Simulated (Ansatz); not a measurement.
Cost and result for the atomization energy of BH5SSeSi, SMILES `SB[SiH2][SeH]` (9 atoms, 8 bonds).

```tsv
atom	x (Å)	y (Å)	z (Å)
S1	-1.366	-1.450	-0.540
B2	-0.473	-0.656	0.753
Si3	0.610	0.973	0.299
Se4	0.559	1.511	-1.926
H5	-1.919	-2.460	0.158
H6	-0.519	-1.091	1.863
H7	2.013	0.805	0.770
H8	0.045	2.178	0.966
H9	1.050	0.190	-2.343
```

The species carries charge 0 and has multiplicity 1. Correlated methods include outer-core shells of Se, which these sets cover unevenly. Scalar relativity is left out up to krypton. Geometry: relaxed with PBE0-D4/def2-TZVP. It is one conformer, not always the lowest. Program: Ansatz. All runs use 4 threads of an Intel Xeon Platinum 8375C on a shared host. Times are those of one run each, without the atoms' runs, and a repeat can differ threefold. Electronic energies, without spin–orbit coupling; frozen cores. CCSD(T)/CBS adds CCSD(T) − MP2 in def2-TZVPP to the MP2 limit, and its time is that of the two runs behind it. T1 = 0.013. With those shells the extrapolation isn't a true limit.

CCSD(T)/CBS is a level of theory with its own doubt, some kJ/mol a heavy atom from the limit and from the frozen cores, so smaller differences don't rank the functionals.

```json
{"level": "LDA (SPW92)/def2-TZVPP", "functions": "233", "wall time": "1.1 s"}
{"level": "revPBE-D4/def2-TZVPP", "functions": "233", "wall time": "1.7 s"}
{"level": "PBE-D4/def2-TZVPP (with forces)", "functions": "233", "wall time": "2.3 s"}
{"level": "PBE0-D4/def2-TZVPP", "functions": "233", "wall time": "2.7 s"}
{"level": "BHLYP-D4/def2-TZVPP", "functions": "233", "wall time": "2.8 s"}
{"level": "r2SCAN-D4/def2-TZVPP (with forces)", "functions": "233", "wall time": "3.5 s"}
{"level": "r2SCANh-D4/def2-TZVPP", "functions": "233", "wall time": "4.1 s"}
{"level": "CCSD(T)/def2-SVP", "functions": "107", "wall time": "4.2 s"}
{"level": "ωB97X-V/def2-TZVPP", "functions": "233", "wall time": "6.5 s"}
{"level": "ωB97M-V/def2-TZVPP (with forces)", "functions": "233", "wall time": "9 s"}
{"level": "MP2/def2-QZVPP", "functions": "436", "wall time": "16 s"}
{"level": "CCSD(T)/def2-TZVPP", "functions": "233", "wall time": "68 s"}
{"level": "CCSD(T)/CBS(def2)", "functions": "–", "wall time": "84 s"}
```

Question: What atomization energy does each give, and how far from CCSD(T)/CBS? (Estimate.)

Answer: Computed: 
| level | atomization (kcal/mol) | difference from CCSD(T)/CBS | per bond |
| --- | --- | --- | --- |
| LDA (SPW92)/def2-TZVPP | 737.6 | 87.0 | 10.9 |
| revPBE-D4/def2-TZVPP | 643.6 | -7.0 | -0.9 |
| PBE-D4/def2-TZVPP (with forces) | 656.4 | 5.8 | 0.7 |
| PBE0-D4/def2-TZVPP | 650.2 | -0.4 | 0.0 |
| BHLYP-D4/def2-TZVPP | 637.9 | -12.7 | -1.6 |
| r2SCAN-D4/def2-TZVPP (with forces) | 656.1 | 5.5 | 0.7 |
| r2SCANh-D4/def2-TZVPP | 652.9 | 2.3 | 0.3 |
| CCSD(T)/def2-SVP | 605.8 | -44.8 | -5.6 |
| ωB97X-V/def2-TZVPP | 655.6 | 5.0 | 0.6 |
| ωB97M-V/def2-TZVPP (with forces) | 651.6 | 1.0 | 0.1 |
| MP2/def2-QZVPP | 645.7 | -4.9 | -0.6 |
| CCSD(T)/def2-TZVPP | 631.9 | -18.7 | -2.3 |
| CCSD(T)/CBS(def2) | 650.6 | 0.0 | 0.0 |

From BLYP to BHLYP (50 % exact exchange), in def2-TZVPP and without D4, the atomization energy moves by −2.6 kcal/mol: exact exchange takes away binding that semilocal exchange gives to molecules. At CCSD(T), def2-SVP lies −44.7 kcal/mol from the extrapolated value and def2-TZVPP −18.7 kcal/mol: correlation converges slowly with the basis, and small sets miss more of it in the bonded molecule than in its fragments. Leaving LDA and LC-ωPBE aside and taking each functional with its dispersion term where it has one, the values, not all of them listed here, spread over 19.8 kcal/mol, from BHLYP-D4 to B97M-V. LDA lies +87.0 kcal/mol from PBE without D4, its usual overbinding.
